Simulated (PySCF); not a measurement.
Members of one series of related molecules.

All values: wB97X-D/def2-SVPD (PySCF) at GFN2-xTB geometries, gas phase, one conformer each. Core orbitals are frozen in the response; Δα² is half the sum of the squared differences of the principal polarisabilities.

Question: Rank by dipole moment, highest first.
A. `[CH2:1]=[CH:2]/[CH:3]=[CH:4]\[SiH2:5][O:6][CH3:7]` with C1–C2–C3–C4 -178°, C3–C4–Si5–O6 39°, C4–Si5–O6–C7 53°
B. `[F:1]/[CH:2]=[CH:3]/[CH:4]=[C:5]1/[CH2:6][O:7][SiH2:8]1` with C2–C3–C4–C5 180°
C. `[CH3:1][O:2][SiH2:3]/[CH:4]=[CH:5]\[CH:6]=[CH:7]\[F:8]` with C1–O2–Si3–C4 63°, O2–Si3–C4–C5 171°, C4–C5–C6–C7 180°

Answer: C (2.28 D), A (1.53 D), B (1.09 D).

Question: Rank by mean static polarisability, lowest first.
A. `CO[SiH2]/C=C/C=C\Cl`
B. `F/C=C/C=C\[SiH2]OC`
C. `C=C/C=C\[SiH2]OC`

Answer: C (14.08 Å³), B (14.36 Å³), A (16.79 Å³).

All values together:

| SMILES | change | formula | μ (D) | HOMO (eV) | LUMO (eV) | α (Å³) | Δα (Å³) | electrons | α per electron (Å³) |
| --- | --- | --- | --- | --- | --- | --- | --- | --- | --- |
| CO[SiH2]/C=C\C=C\F | parent | C5H9FOSi | 2.28 | -8.68 | 0.45 | 14.36 | 10.28 | 70 | 0.205 |
| CO[SiH2]/C=C/C=C\Cl | F replaced by Cl | C5H9ClOSi | 1.41 | -8.58 | 0.22 | 16.79 | 12.90 | 78 | 0.215 |
| F/C=C/C=C1/CO[SiH2]1 | ring closed by a new C-C bond | C5H7FOSi | 1.09 | -8.50 | 0.50 | 13.95 | 9.76 | 68 | 0.205 |
| C=C/C=C\[SiH2]OC | terminal F group replaced by H | C5H10OSi | 1.53 | -8.76 | 0.32 | 14.08 | 7.91 | 62 | 0.227 |

Conformers: `[CH3:1][O:2][SiH2:3]/[CH:4]=[CH:5]\[CH:6]=[CH:7]\[F:8]` with C1–O2–Si3–C4 63°, O2–Si3–C4–C5 171°, C4–C5–C6–C7 180°; `[CH3:1][O:2][SiH2:3]/[CH:4]=[CH:5]/[CH:6]=[CH:7]\[Cl:8]` with C1–O2–Si3–C4 180°, O2–Si3–C4–C5 180°, C4–C5–C6–C7 180°; `[F:1]/[CH:2]=[CH:3]/[CH:4]=[C:5]1/[CH2:6][O:7][SiH2:8]1` with C2–C3–C4–C5 180°; `[CH2:1]=[CH:2]/[CH:3]=[CH:4]\[SiH2:5][O:6][CH3:7]` with C1–C2–C3–C4 -178°, C3–C4–Si5–O6 39°, C4–Si5–O6–C7 53°.

Q: Give the shifts from the parent, `CO[SiH2]/C=C\C=C\F`.

A: 
| SMILES | change in μ (D) | change in HOMO (eV) | change in LUMO (eV) | change in mean α (Å³) |
| --- | --- | --- | --- | --- |
| CO[SiH2]/C=C/C=C\Cl | -0.87 | +0.10 | -0.23 | +2.43 |
| F/C=C/C=C1/CO[SiH2]1 | -1.19 | +0.18 | +0.05 | -0.41 |
| C=C/C=C\[SiH2]OC | -0.75 | -0.08 | -0.13 | -0.28 |
